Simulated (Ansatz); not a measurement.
A nudged elastic band was laid between two geometries of CH6Ge + ClH (10 atoms, charge 0, multiplicity 1).

Level of theory: RKS PBE-D4/def2-mTZVP in Ansatz 0.2.0.

```json
{
 "movable images": "7",
 "climbing image": "yes",
 "spring": "5.0 eV/Å²",
 "optimiser": "quadratic models (default)",
 "start path": "through a guess of the saddle point",
 "force threshold": "0.05 eV/Å",
 "iteration limit": "60",
 "end points": "relaxed"
}
```

Initial state:

```xyz
10
Properties=species:S:1:pos:R:3
Ge 0.012 0.167 -0.369
H -0.003 -0.249 1.139
H 1.490 0.403 -0.764
C -1.074 1.788 -0.613
H -2.112 1.607 -0.305
H -0.672 2.616 -0.016
H -1.072 2.088 -1.670
H -0.550 -1.027 -1.178
Cl 1.500 -2.588 2.474
H 0.852 -1.582 1.926
```

Final state:

```xyz
10
Properties=species:S:1:pos:R:3
Ge 0.680 0.098 -0.710
H -1.727 -1.421 1.936
H 1.718 0.527 -1.777
C -0.602 1.513 -0.280
H -1.301 1.167 0.491
H -0.071 2.397 0.095
H -1.172 1.795 -1.176
H 0.004 -1.238 -1.103
Cl 1.832 -0.320 1.114
H -0.992 -1.295 2.034
```

Problem. Which bonds break or form, and what moves?

Solution. Bonds broken: Ge1–H2, Cl9–H10. Bonds formed: Ge1–Cl9, H2–H10. CH6Ge + ClH becomes CH5ClGe + H2.

Problem. What energy profile does the band end with?

Solution. The run converged. The highest image is number 3 of 0 to 8, 141.8 kJ/mol above the first end and 209.1 kJ/mol above the last; the last end lies 67.3 kJ/mol below the first. A vibrational analysis at the climbing image gives one clearly imaginary mode, 944i cm⁻¹: a first-order saddle point. The orbitals stay closed-shell, which can raise the energy where a bond breaks towards radicals; this wasn't checked here.

```
image  path coordinate (Å)  energy (kJ/mol)  Ge1–H2 (Å)  Cl9–H10 (Å)  Ge1–Cl9 (Å)
    0                 0.00              0.0        1.56         1.32         4.23
    1                 0.84              1.9        1.57         1.32         3.85
    2                 1.68             37.3        1.60         1.36         3.22
    3                 2.52            141.8        1.87         1.73         2.71
    4                 3.37             32.0        2.40         2.12         2.32
    5                 4.23            -40.0        3.01         2.42         2.21
    6                 5.08            -63.6        3.69         2.74         2.20
    7                 5.94            -67.1        4.23         3.07         2.20
    8                 6.79            -67.3        3.89         3.13         2.20
```

Problem. What is the geometry of the highest image?

Solution. 
```xyz
10
Properties=species:S:1:pos:R:3
Ge 0.152 -0.130 -0.297
H -0.545 -0.199 1.438
H 1.578 0.120 -0.840
C -0.841 1.569 -0.431
H -1.891 1.450 -0.135
H -0.377 2.337 0.203
H -0.796 1.917 -1.474
H -0.605 -1.342 -0.868
Cl 1.559 -1.722 1.392
H 0.136 -0.775 1.635
```

Problem. What are the harmonic wavenumbers there?

Solution. 944i, 61, 167, 209, 286, 450, 568, 618, 683, 798, 816, 867, 875, 959, 1253, 1265, 1426, 1437, 2083, 2142, 2192, 2974, 3054, 3081 cm⁻¹.

Time of the run: 3.4 min on 2 threads of Arm Neoverse V1, on a shared host, peak memory 0.19 GiB.
